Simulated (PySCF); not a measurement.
## Vertical excitation energies

Species: C5H6ClNS.
SMILES: `CCC1=NSC(Cl)=C1`

Computed with TDDFT B3LYP/def2-SVPD, vertical, gas phase, core orbitals frozen in the response in PySCF 2.14.0, density-fitted response routines. One conformer (not necessarily the lowest) at the GFN2-xTB geometry, without solvent, vibrations or thermal averaging. Torsions of this conformer, `[CH3:1][CH2:2][c:3]1[cH:4][c:5]([Cl:6])[s:7][n:8]1`: C1–C2–C3–C4 -73°.

```json
{"state": "S1", "E (eV)": "5.38", "λ (nm)": "230.6", "ν̃ (cm⁻¹)": "43360", "f": "0.0059", "main configurations (H = HOMO, L = LUMO)": "H-2→L (93%)"}
{"state": "S2", "E (eV)": "5.43", "λ (nm)": "228.2", "ν̃ (cm⁻¹)": "43830", "f": "0.093", "main configurations (H = HOMO, L = LUMO)": "H→L (87%)"}
{"state": "S3", "E (eV)": "5.66", "λ (nm)": "219.2", "ν̃ (cm⁻¹)": "45610", "f": "0.139", "main configurations (H = HOMO, L = LUMO)": "H-1→L (87%)"}
{"state": "S4", "E (eV)": "5.74", "λ (nm)": "216.1", "ν̃ (cm⁻¹)": "46270", "f": "0.0024", "main configurations (H = HOMO, L = LUMO)": "H→L+1 (92%)"}
{"state": "S5", "E (eV)": "6.11", "λ (nm)": "203.0", "ν̃ (cm⁻¹)": "49260", "f": "0.0001", "main configurations (H = HOMO, L = LUMO)": "H-1→L+1 (92%)"}
{"state": "S6", "E (eV)": "6.40", "λ (nm)": "193.7", "ν̃ (cm⁻¹)": "51630", "f": "0.0003", "main configurations (H = HOMO, L = LUMO)": "H→L+2 (79%)"}
{"state": "S7", "E (eV)": "6.62", "λ (nm)": "187.3", "ν̃ (cm⁻¹)": "53380", "f": "0.0032", "main configurations (H = HOMO, L = LUMO)": "H-2→L+1 (94%)"}
{"state": "S8", "E (eV)": "6.70", "λ (nm)": "185.2", "ν̃ (cm⁻¹)": "54000", "f": "0.0015", "main configurations (H = HOMO, L = LUMO)": "H-1→L+2 (72%), H→L+2 (11%)"}
```

Triplets, Tamm–Dancoff:

```csv
state,E (eV),λ (nm),"main configurations (H = HOMO, L = LUMO)"
T1,3.84,323.0,"H→L (85%), H-1→L (10%)"
T2,4.30,288.2,"H-1→L (86%), H→L (11%)"
T3,4.85,255.4,H-2→L (93%)
```

The lowest singlet comes at 231 nm (519 kJ/mol) in the ultraviolet; it is weak; its leading configuration is HOMO-2→LUMO (93%). The strongest level in the table is S3 at 5.66 eV (219 nm, f = 0.139). Löwdin shares by element: HOMO sulfur 26%, nitrogen 21%, carbon 15% or more, chlorine 15% (atoms not listed hold the other 23%); LUMO carbon 36% or more, sulfur 22%, nitrogen 18% (atoms not listed hold the other 24%). The oscillator strengths of these states sum to 0.245; summed over the whole spectrum of an exact calculation they would give the number of electrons, 76 (Thomas–Reiche–Kuhn). Weighted by f, the mean energy of these states is 5.59 eV. Orbital energies (eV): HOMO-3 -9.43, HOMO-2 -8.02, HOMO-1 -7.52, HOMO -7.22, LUMO -1.36, LUMO+1 -0.27, LUMO+2 0.20. Only the lowest 8 singlets were computed, as vertical energies without vibronic structure.

Time: 54 s wall; peak memory 0.86 GiB. Hardware: an Arm Neoverse V1 with one thread, on a shared host.
